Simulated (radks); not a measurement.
Fractional charge and spin in the 6s shell of neodymium: the spin-up occupation runs from 0 to 1 and the spin-down occupation from 0 to 1; the fullest corner is Nd, [Xe] 4f(up 2, down 2) 6s(up 1, down 1). Calculated with a radial shooting solver on a logarithmic mesh with Libxc functionals: scalar-relativistic Kohn-Sham, PBE, spin-polarised, spherical densities, finite nucleus; Fermi nuclear charge, rms radius of each element as measured or else 0.836 A^(1/3) + 0.57 fm. Energy (eV) minus the two flat planes that join the four corners (they meet along the diagonal where the two added fractions sum to one electron); zero is where a piecewise linear energy would lie.

\begin{tabular}{lrrrrr}
down \ up & 0 & 0.25 & 0.5 & 0.75 & 1 \\ \hline
0 & 0.000 & -0.472 & -0.624 & -0.464 & 0.000 \\
0.25 & -0.472 & -0.576 & -0.375 & 0.127 & -0.409 \\
0.5 & -0.624 & -0.375 & 0.168 & -0.329 & -0.542 \\
0.75 & -0.464 & 0.127 & -0.329 & -0.503 & -0.403 \\
1 & 0.000 & -0.409 & -0.542 & -0.403 & 0.000 \\
\end{tabular}

Corners above the fullest one (they belong to Nd+ and the next ion): (up 1, down 0) 5.630 eV, (up 0, down 1) 5.630 eV, (up 0, down 0) 16.584 eV. With half an added electron in each spin the energy lies 0.168 eV from the planes, and with half an added electron in spin up alone -0.624 eV. The planes are only a guide here: the flat-plane condition holds for ground states with one frontier orbital, while this shell lies below other occupied shells, so the corners above the fullest one are inner-hole states and not the ground states of those ions.
